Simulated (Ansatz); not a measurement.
A single point on C₂H₆SSi, SMILES `CC([SiH3])=S`.

```yaml
crystal:
  periodic: [false, false, false]
  atoms:
    - {symbol: C, position_ang: [-0.270384, 1.268896, -0.696894]}
    - {symbol: C, position_ang: [-0.666285, 0.005104, -0.017446]}
    - {symbol: Si, position_ang: [0.655790, -1.175574, 0.654006]}
    - {symbol: S, position_ang: [-2.204440, -0.456286, 0.188295]}
    - {symbol: H, position_ang: [0.382317, 1.046012, -1.549357]}
    - {symbol: H, position_ang: [-1.137261, 1.836276, -1.036745]}
    - {symbol: H, position_ang: [0.331050, 1.884543, -0.017599]}
    - {symbol: H, position_ang: [0.566532, -2.454475, -0.092292]}
    - {symbol: H, position_ang: [0.406063, -1.403554, 2.097187]}
    - {symbol: H, position_ang: [2.019819, -0.602242, 0.473644]}
basis:
  gaussian: {orbitals: def2-QZVPP}
correlation: {method: mp2}
```

```sh
$ ansatz run in.yaml --threads 2 --pin off --events-out ev --progress --plain --max-ram 4352MiB
```

It prints (some lines left out):

```
Functional definition: HF
2549 factors; integrals over basis functions are off by at most 7.8e-4 eV
mean field evaluation 1: about -20834.0941 eV, gradient 2.7e1 eV
mean field evaluation 2: about -20834.2440 eV, gradient 2.7e1 eV
mean field evaluation 4: about -20836.7387 eV, gradient 4.2e0 eV
mean field evaluation 8: about -20836.8077 eV, gradient 3.1e-1 eV
mean field evaluation 16: about -20836.8086 eV, gradient 2.7e-6 eV
mean field -20836.80862500 eV, -765.7385932724 hartree, gradient 2.7e-6 eV, S^2 0.000000; 0 other end points of the search recorded, 0 dependent functions left out; unrestricted orbitals would lower it
12 core orbitals not correlated: weight in the atoms' cores, before any rotation towards them, 1.000 or more for the frozen orbitals, at most 0.000 for the correlated occupied ones
reference -20836.80862500 eV, -765.7385932724 hartree; 12, 12 occupied and 410, 410 virtual orbitals, 2549 factors
second order -18.47911068 eV of doubles, -0.00000000 eV of singles
Total energy: -20855.28773568 eV, -766.4176880643 hartree
```

It took 39 s on 2 threads of an Intel Xeon Platinum 8259CL on a shared host, with 2.3 GiB of host memory at the peak.
